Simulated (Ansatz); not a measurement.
Isolated molecules relaxed with PBE0-D4/def2-TZVP in Ansatz; ΔE leaves out vibrations. CCSD(T)/CBS is the MP2 limit (def2-TZVPP, def2-QZVPP) plus CCSD(T) − MP2 in def2-TZVPP, frozen cores. This one scheme is used for every species, atoms too. For atomizations the MP2-based limit and the directly extrapolated one differ by several kJ/mol either way, and by 10 to 25 for some Ge, Se and Sn compounds, so smaller differences from it don't rank the levels. DFT in def2-TZVPP. B3LYP here is the variant with VWN-RPA as its local correlation; programs differ in this. HSE06 is defined as in plane-wave codes. No spin–orbit coupling; open shells (•) take unrestricted orbitals. Spin–orbit coupling would lower the free atoms: a little for B, C, Cl, F, O. Each species was taken in one conformer, which may not be the lowest.

`FC(F)(F)OB(Cl)Cl` → B• + C• + 2 Cl• + 3 F• + O•  (atomization)

```
             level  ΔE (kJ/mol)  difference from CCSD(T)/CBS
            PBE-D4       3494.6                        183.8
         revPBE-D4       3346.7                         35.9
           BLYP-D4       3321.3                         10.5
         r2SCAN-D4       3378.4                         67.6
            B97M-V       3356.7                         45.9
           PBE0-D4       3361.0                         50.2
          B3LYP-D4       3281.7                        -29.1
        r2SCANh-D4       3330.7                         19.9
        r2SCAN0-D4       3262.2                        -48.6
          HSE06-D4       3365.4                         54.6
          BHLYP-D4       3110.5                       -200.3
           ωB97X-V       3339.7                         28.9
           ωB97M-V       3354.0                         43.2
            B2PLYP       3272.6                        -38.2
          PBE-QIDH       3326.2                         15.4
            revPBE       3274.7                        -36.1
              BLYP       3270.1                        -40.7
            r2SCAN       3372.6                         61.8
              PBE0       3341.4                         30.6
             B3LYP       3244.3                        -66.5
           r2SCANh       3324.6                         13.8
           r2SCAN0       3255.4                        -55.4
             HSE06       3347.2                         36.4
             BHLYP       3082.7                       -228.1
         CAM-B3LYP       3311.9                          1.1
           LC-ωPBE       3352.3                         41.5
RPA@PBE/def2-TZVPP       2937.9                       -372.9
       HF/def2-SVP       2358.6                       -952.2
      MP2/def2-SVP       3347.7                         36.9
     HF/def2-TZVPP       2291.0                      -1019.8
    MP2/def2-TZVPP       3415.8                        105.0
SCS-MP2/def2-TZVPP       3287.7                        -23.1
   CCSD/def2-TZVPP       3127.2                       -183.6
CCSD(T)/def2-TZVPP       3212.4                        -98.4
     HF/def2-QZVPP       2294.6                      -1016.2
    MP2/def2-QZVPP       3473.6                        162.8
SCS-MP2/def2-QZVPP       3348.6                         37.8
      HF/CBS(def2)       2295.1                      -1015.7
     MP2/CBS(def2)       3514.2                        203.4
    CCSD/CBS(def2)       3225.5                        -85.3
       CCSD(T)/CBS       3310.8                            0
```

Largest T1 diagnostic among the species: 0.014.

The D4 term adds +37.3 kJ/mol with B3LYP and +19.6 kJ/mol with PBE0; it sums over pairs of atoms, weighted by their polarisabilities, and B3LYP, whose exchange is more repulsive, gets the larger term. In def2-TZVPP, CCSD(T) changes the Hartree–Fock value by +921.4 kJ/mol (the triples alone add +85.2 kJ/mol) and MP2 by +1124.8 kJ/mol; breaking electron pairs costs correlation energy, which Hartree–Fock lacks.
